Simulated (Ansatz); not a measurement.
Gas-phase electronic energies from Ansatz, PBE0-D4/def2-TZVP geometries. CBS: MP2 limit from def2 TZ/QZ plus the TZ coupled-cluster correction, frozen cores. DFT in def2-TZVPP. B3LYP here is the variant with VWN-RPA as its local correlation; programs differ in this. For Se outer-core shells are correlated without core-valence functions, which leaves a few kJ/mol of doubt a bond. Scalar relativity is left out up to krypton. Each species was taken in one conformer, which may not be the lowest.

Reaction (ligand exchange at the Si–C bond): `NC[SiH](O)F` + `C[SeH]` → `C[Se][SiH](O)F` + CH₃NH₂

```json
{"level": "PBE-D4", "ΔE (kJ/mol)": "-69.7", "difference from CCSD(T)/CBS": "1.4"}
{"level": "r2SCAN-D4", "ΔE (kJ/mol)": "-70.9", "difference from CCSD(T)/CBS": "0.2"}
{"level": "PBE0-D4", "ΔE (kJ/mol)": "-70.5", "difference from CCSD(T)/CBS": "0.6"}
{"level": "B3LYP-D4", "ΔE (kJ/mol)": "-69.6", "difference from CCSD(T)/CBS": "1.5"}
{"level": "ωB97X-V", "ΔE (kJ/mol)": "-66.1", "difference from CCSD(T)/CBS": "5.0"}
{"level": "ωB97M-V", "ΔE (kJ/mol)": "-65.5", "difference from CCSD(T)/CBS": "5.6"}
{"level": "B2PLYP", "ΔE (kJ/mol)": "-68.6", "difference from CCSD(T)/CBS": "2.5"}
{"level": "PBE", "ΔE (kJ/mol)": "-68.3", "difference from CCSD(T)/CBS": "2.8"}
{"level": "r2SCAN", "ΔE (kJ/mol)": "-70.6", "difference from CCSD(T)/CBS": "0.5"}
{"level": "PBE0", "ΔE (kJ/mol)": "-69.1", "difference from CCSD(T)/CBS": "2.0"}
{"level": "B3LYP", "ΔE (kJ/mol)": "-67.1", "difference from CCSD(T)/CBS": "4.0"}
{"level": "HF/def2-TZVPP", "ΔE (kJ/mol)": "-71.8", "difference from CCSD(T)/CBS": "-0.7"}
{"level": "MP2/def2-TZVPP", "ΔE (kJ/mol)": "-71.8", "difference from CCSD(T)/CBS": "-0.7"}
{"level": "SCS-MP2/def2-TZVPP", "ΔE (kJ/mol)": "-69.9", "difference from CCSD(T)/CBS": "1.2"}
{"level": "CCSD/def2-TZVPP", "ΔE (kJ/mol)": "-65.6", "difference from CCSD(T)/CBS": "5.5"}
{"level": "CCSD(T)/def2-TZVPP", "ΔE (kJ/mol)": "-65.9", "difference from CCSD(T)/CBS": "5.2"}
{"level": "HF/def2-QZVPP", "ΔE (kJ/mol)": "-71.9", "difference from CCSD(T)/CBS": "-0.8"}
{"level": "MP2/def2-QZVPP", "ΔE (kJ/mol)": "-74.9", "difference from CCSD(T)/CBS": "-3.8"}
{"level": "SCS-MP2/def2-QZVPP", "ΔE (kJ/mol)": "-72.5", "difference from CCSD(T)/CBS": "-1.4"}
{"level": "HF/CBS(def2)", "ΔE (kJ/mol)": "-71.9", "difference from CCSD(T)/CBS": "-0.8"}
{"level": "MP2/CBS(def2)", "ΔE (kJ/mol)": "-77.0", "difference from CCSD(T)/CBS": "-5.9"}
{"level": "CCSD/CBS(def2)", "ΔE (kJ/mol)": "-70.8", "difference from CCSD(T)/CBS": "0.3"}
{"level": "CCSD(T)/CBS", "ΔE (kJ/mol)": "-71.1", "difference from CCSD(T)/CBS": "0"}
```

Largest T1 diagnostic among the species: 0.011.

CCSD(T)/CBS has its own doubt, a few kJ/mol and more with outer-core shells, so smaller differences from it don't rank the levels.
